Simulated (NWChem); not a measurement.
## Lowest excitation of H2SSn

```xyz
4

Sn    -0.3986    -0.4725     0.0000
H      1.0023    -1.5864     0.0000
S      1.1697     1.4266     0.0000
H      0.2135     2.3866     0.0000
```
Charge 0, spin multiplicity 1.

The numbers come from NWChem runs, not from measurements. Structure: optimised with B3LYP/def2-SVP with def2 effective core potentials on Sn, a minimum by its harmonic frequencies. It is one conformer; others weren't searched.

Basis set: def2-SVPD. CR-EOMCCSD(T) is the triples correction to the same EOM-CCSD root.

Effective core potentials replace the inner electrons of Sn; spin-orbit coupling is left out. The correlated methods keep 9 core orbitals frozen. B3LYP has NWChem's definition, with VWN1-RPA local correlation. The structure started from a generated list of species. Coupled-cluster values serve here as a point of comparison, not as the truth.

Problem. One of these methods gave a lowest vertical singlet excitation energy of 2.88 eV. Which?
(A) EOM-CCSD
(B) TD-PBE
(C) CIS

Solution. B, TD-PBE. The others give 3.26 (CIS), 3.05 (EOM-CCSD).
